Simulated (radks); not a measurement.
The numbers below are computed, except where a source is named.
Task: Neutral chromium, [Ar] 3d5 4s1. Code: a radial shooting solver on a logarithmic mesh with Libxc functionals. Model: non-relativistic Kohn-Sham, PBE, spin-polarised, spherical densities, point nucleus. Every spin shell is full or empty, so the densities are truly spherical. Functionals are evaluated on that one density, not self-consistently. Rank these orbital-free kinetic functionals by their error against the exact value of the orbitals, and give that value: Thomas-Fermi, TF + vW, TF + vW/5, LC94, APBEK, revAPBEK, Perdew 92, Thakkar, Pearson, LKT, PG1, Ernzerhof.

Result: Exact: 1043.36 hartree. From best to worst, with 100 (|E| - |E exact|)/|E exact| (equal figures are ties): LC94 -0.02, APBEK +0.09, Ernzerhof -0.30, revAPBEK +0.37, Thakkar -0.38, Perdew 92 -0.76, Pearson -1.36, TF + vW/5 +3.98, Thomas-Fermi -6.70, PG1 +20.64, LKT +25.85, TF + vW +46.72.
